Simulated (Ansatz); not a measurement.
Reaction (ligand exchange at the Si–C bond): `C=C[SiH2][SiH](F)F` + H–F → `F[SiH2][SiH](F)F` + `C=C`

Computed with Ansatz on PBE0-D4/def2-TZVP structures; ΔE is electronic, products minus reactants. CCSD(T)/CBS adds triple-zeta CCSD(T) − MP2 to the extrapolated MP2 energy (def2 sets, frozen cores). This one scheme is used for every species. DFT in def2-TZVPP. B3LYP here is the variant with VWN-RPA as its local correlation; programs differ in this. Each species was taken in one conformer, which may not be the lowest.

`C=C[SiH2][SiH](F)F`:

Z-matrix (Å, degrees):
```
Si
C 1 1.860
Si 1 2.346 2 109.0
H 1 1.488 2 111.7 3 -119.5
H 1 1.488 2 109.5 3 118.9
C 2 1.330 1 123.3 3 -112.4
H 2 1.089 1 118.3 3 66.1
F 3 1.595 1 110.7 2 -174.0
F 3 1.596 1 109.0 2 -56.8
H 3 1.483 1 115.9 2 63.8
H 6 1.086 2 121.9 1 -1.7
H 6 1.086 2 122.0 1 178.6
```

H–F:

Cartesian coordinates in Å:
```
F -0.032 0.178 0.423
H 0.032 -0.178 -0.423
```

`F[SiH2][SiH](F)F`:

Z-matrix (Å, degrees):
```
Si
Si 1 2.355
F 1 1.604 2 108.5
H 1 1.484 2 111.1 3 -119.4
H 1 1.485 2 110.4 3 118.4
F 2 1.594 1 107.5 3 -175.8
F 2 1.591 1 109.8 3 67.6
H 2 1.481 1 116.5 3 -54.8
```

`C=C`:

Z-matrix (Å, degrees):
```
C
C 1 1.323
H 1 1.085 2 121.7
H 1 1.085 2 121.7 3 -180.0
H 2 1.085 1 121.7 3 -0.0
H 2 1.085 1 121.7 3 -180.0
```

**Question.** Is it downhill or uphill in electronic energy at CCSD(T)/CBS, and by how much? (An estimate is asked.)

**Answer.** Computed: Downhill: ΔE = -112.4 kJ/mol.

**Question.** What do these levels give: B3LYP-D4, ωB97M-V, PBE0, HF/def2-TZVPP, MP2/def2-TZVPP, MP2/CBS(def2)? (Best estimate.)

**Answer.** Computed: B3LYP-D4 -117.5, ωB97M-V -116.4, PBE0 -110.1, HF/def2-TZVPP -142.5, MP2/def2-TZVPP -110.3, MP2/CBS(def2) -110.3 kJ/mol.

Largest T1 diagnostic among the species: 0.013.

The D4 term adds +9.9 kJ/mol with B3LYP and +5.7 kJ/mol with PBE0; it sums over pairs of atoms, weighted by their polarisabilities, and B3LYP, whose exchange is more repulsive, gets the larger term. In def2-TZVPP, CCSD(T) changes the Hartree–Fock value by +30.0 kJ/mol (the triples alone add +4.8 kJ/mol) and MP2 by +32.1 kJ/mol.
